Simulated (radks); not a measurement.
Problem. Spherical quantum dot in the effective-mass picture: electrons in a parabolic well V = omega^2 r^2 / 2 with omega = 0.0704, with a point charge +2 (a donor) at the centre, all in effective atomic units (hartree* = m*/eps^2 hartree, bohr* = eps/m* bohr), one dielectric constant everywhere. Method: non-relativistic Kohn-Sham, LDA (Slater exchange, Perdew-Wang correlation), spin-polarised, spherical densities; computed with a radial shooting solver with Libxc functionals. Levels are named by radial order and angular momentum (1s, 1p, 1d, 2s, ...), and open shells are averaged over m. Results are scaled to m* = 0.615 and eps = 12.2, for which hartree* = 112.4 meV and bohr* = 1.05 nm. At N = 18 the configuration is 1s2 1p6 1d(up 5, down 3) 2s2. Does electron 19 go into 1f down or 1f up or 1d down?

Solution. Into 1d down. The total energies of the other choices lie higher by 2.21 meV (1f up), 2.63 meV (1f down).
